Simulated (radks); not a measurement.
Values are calculated unless marked as measured or tabulated.
Ni+, configuration [Ar] 3d9. Level of theory: non-relativistic Kohn-Sham, BLYP, spin-polarised, spherical densities, point nucleus; open shells are filled with parallel spins first (a radial shooting solver on a logarithmic mesh with Libxc functionals).

Radial electron density D(r) = 4 pi r^2 rho(r):

r (bohr)  D(r) (e/bohr)   spin D(r)
0.00229          0.8665  -0.0000110
0.002582          1.084  -0.0000137
0.002935          1.372  -0.0000173
0.003309          1.708  -0.0000216
0.003761          2.152  -0.0000272
0.00424           2.663  -0.0000336
0.004819          3.330  -0.0000420
0.005434          4.090  -0.0000516
0.006176          5.068  -0.0000639
0.006963          6.166  -0.0000777
0.007914          7.552  -0.0000951
0.008923          9.074   -0.000114
0.01006           10.82   -0.000136
0.01143           12.95   -0.000162
0.01289           15.18   -0.000190
0.01465           17.78   -0.000222
0.01652           20.37   -0.000254
0.01878           23.23   -0.000288
0.02117           25.87   -0.000320
0.02406           28.51   -0.000351
0.02713           30.66   -0.000375
0.03083           32.42   -0.000392
0.03477           33.42   -0.000397
0.03951           33.69   -0.000383
0.04455           33.17   -0.000341
0.05023           32.00   -0.000251
0.05709           30.29  -0.0000555
0.06437           28.59    0.000305
0.07316           27.18     0.00105
0.08249           26.64     0.00237
0.09375           27.26     0.00496
0.1057            29.01     0.00928
0.1201            31.82      0.0172
0.1355            34.75      0.0295
0.154             37.25      0.0502
0.1736            38.17      0.0797
0.1957            37.16       0.122
0.2224            33.85       0.185
0.2508            29.22       0.263
0.285             23.78       0.367
0.3214            19.44       0.483
0.3653            16.67       0.618
0.4118            16.16       0.747
0.4681            17.35       0.871
0.5278            19.09       0.957
0.5998            20.39        1.00
0.6763            20.31       0.991
0.7686            18.65       0.929
0.8667            15.95       0.832
0.9771            12.74       0.713
1.111             9.391       0.576
1.252             6.709       0.452
1.423             4.505       0.333
1.605             3.026       0.238
1.824             1.945       0.157
2.056             1.265      0.0998
2.337            0.7789      0.0565
2.635            0.4767      0.0300
2.995            0.2670      0.0132
3.377            0.1447     0.00500
3.838           0.06870     0.00112
4.327           0.03077  -0.0000953

D(r) has 3 maxima, at r = 0.0386, 0.174, 0.634 bohr, and minima at 0.0825, 0.399 bohr, inside which lie 2.10, 10.80 electrons.
